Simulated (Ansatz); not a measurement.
Basis-set series for H7N2PSi2. The species carries charge 0 and has multiplicity 1. The bonds changed during the relaxation, so this is another structure than the one it started from. Geometry: relaxed with PBE0-D4/def2-TZVP. It is one conformer, not always the lowest.

Cartesian coordinates in Å:
```
N -0.9595 -0.1322 1.2307
P -0.8242 1.3944 0.2793
Si 0.7583 0.5269 -1.1477
N 0.9984 -1.0391 -0.5111
Si -0.4624 -1.8213 0.1360
H -0.3625 -0.1263 2.0510
H -1.9152 -0.2413 1.5584
H 0.1070 2.0513 1.1322
H 1.9765 1.3903 -1.1319
H 1.8965 -1.3245 -0.1548
H 0.1798 0.5354 -2.5130
H -1.3927 -1.2136 -0.9291
```

```
functional       basis  functions  energy (Eh)  HOMO (eV)  LUMO (eV)
   PBE0-D4    def2-SVP        117  -1033.21077      -5.41      -0.76
   PBE0-D4  def2-QZVPP        534  -1033.70751      -5.57      -1.21
   ωB97M-V    def2-SVP        117  -1033.58985      -7.39       1.21
   ωB97M-V  def2-QZVPP        534  -1034.08935      -7.59       0.45
```

Task: Give the rows for def2-TZVPP. (Estimate.)

Result: Ansatz gave: 
```
functional       basis  functions  energy (Eh)  HOMO (eV)  LUMO (eV)
   PBE0-D4  def2-TZVPP        286  -1033.67025      -5.54      -1.11
   ωB97M-V  def2-TZVPP        286  -1034.05443      -7.56       0.68
```

Positive LUMOs are unbound and depend on the basis.
